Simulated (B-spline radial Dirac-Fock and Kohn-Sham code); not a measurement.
Pr⁺ 4d5/2: cross section and angular parameters

System: praseodymium as Pr⁺ in the configuration [Xe] 4f3 6s1; threshold 124.3 eV (orbital energy of the model). Model: Dirac-Hartree-Slater photoionisation with a Latter tail; cross sections with all multipoles, angular parameters from the dipole term and its interference with E2. Program: a radial finite-basis atomic code.

| hν (eV) | σ (kb) | β | γ | δ |
| --- | --- | --- | --- | --- |
| 161 | 398 | 1.390 | -0.164 | 0.019 |
| 179 | 249 | 0.129 | -0.458 | 0.114 |
| 297 | 520 | 0.102 | 0.128 | 0.053 |
| 302 | 525 | 0.144 | 0.132 | 0.049 |
| 675 | 291 | 1.154 | -0.026 | 0.002 |
| 765 | 237 | 1.216 | -0.036 | 0.005 |
| 800 | 220 | 1.235 | -0.037 | 0.006 |
| 1253.6 | 89.1 | 1.338 | 0.046 | 0.021 |
| 1260 | 88.1 | 1.338 | 0.047 | 0.022 |
| 1560 | 53.6 | 1.344 | 0.140 | 0.031 |
| 1590 | ? | ? | ? | ? |
| 2000 | 28.7 | 1.323 | 0.282 | 0.043 |
| 3140 | 8.31 | 1.228 | 0.605 | 0.075 |
| 4760 | 2.35 | 1.098 | 0.947 | 0.122 |
| 4950 | 2.07 | 1.084 | 0.980 | 0.127 |
| 5414.7 | 1.55 | 1.051 | 1.055 | 0.141 |
| 5450 | 1.52 | 1.049 | 1.061 | 0.142 |
| 6000 | 1.11 | 1.014 | 1.141 | 0.158 |
| 7520 | 0.519 | 0.928 | 1.328 | 0.203 |
| 8047.8 | 0.411 | 0.901 | 1.383 | 0.218 |
| 8520 | 0.337 | 0.879 | 1.430 | 0.232 |
| 8700 | 0.313 | 0.871 | 1.446 | 0.237 |
| 10700 | 0.150 | 0.791 | 1.607 | 0.293 |
| 11600 | 0.112 | 0.759 | 1.666 | 0.318 |
| 12000 | 0.0987 | 0.746 | 1.690 | 0.329 |

Q: Give the values at 1590 eV.

A: σ = 51.2 kb, β = 1.343, γ = 0.149, δ = 0.031.

Values without a named source are computed, but for edge energies of neutral atoms, which are taken from tables.
